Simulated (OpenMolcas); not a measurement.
## Ionisation energies of silver

- Program: OpenMolcas 26.06
- Basis: ANO-RCC [10s9p8d6f4g2h]
- Scalar Hamiltonian: DKH2, point nucleus
- Spin-orbit coupling: state interaction with AMFI integrals over the reference wave functions, term energies averaged over their components

Active shells in each charge state: the valence d shell, with orbitals averaged over the low states. Where CASPT2's correlated closed shells are named, they are those of the first ion.

A. CASSCF
B. SS-CASPT2, IPEA 0.25 Eh, imaginary shift 0.1 Eh (closed shells correlated: 4s 4p)
C. SS-CASPT2, IPEA 0.25 Eh, imaginary shift 0.1 Eh (closed shells correlated: 3d 4s 4p)
D. SS-CASPT2, IPEA 0 Eh, imaginary shift 0.1 Eh (closed shells correlated: 4s 4p)
E. SS-CASPT2, IPEA 0.25 Eh, imaginary shift 0.1 Eh (closed shells correlated: none)

Energies in eV between the lowest computed levels, named as in B; reference values from the NIST Atomic Spectra Database with their kind.

```tsv
From	To	A	B	C	D	E	Spin-orbit share in B	Reference
Ag2+ 4d⁹ ²D_5/2	Ag3+ 4d⁸ ³F₄	32.907	34.652	34.609	34.580	34.699	-0.137	34.800 (semi-empirical)
Ag3+ 4d⁸ ³F₄	Ag4+ 4d⁷ ⁴F_9/2	48.561	50.004	49.955	49.942	50.024	-0.028	49.000 (theoretical)
Ag4+ 4d⁷ ⁴F_9/2	Ag5+ 4d⁶ ⁵D₄	65.374	66.661	66.611	66.661	66.618	+0.109	65.000 (theoretical)
Ag5+ 4d⁶ ⁵D₄	Ag6+ 4d⁵ ⁶S_5/2	81.910	83.225	83.183	83.196	83.117	+0.278	82.000 (theoretical)
Ag6+ 4d⁵ ⁶S_5/2	Ag7+ 4d⁴ ⁵D₀	106.000	106.660	106.600	106.710	106.569	-0.479	106.000 (theoretical)
Ag7+ 4d⁴ ⁵D₀	Ag8+ 4d³ ⁴F_3/2	124.697	125.418	125.372	125.448	125.195	-0.203	125.000 (theoretical)
```

The lowest level within the active space need not be the ion's true ground level.
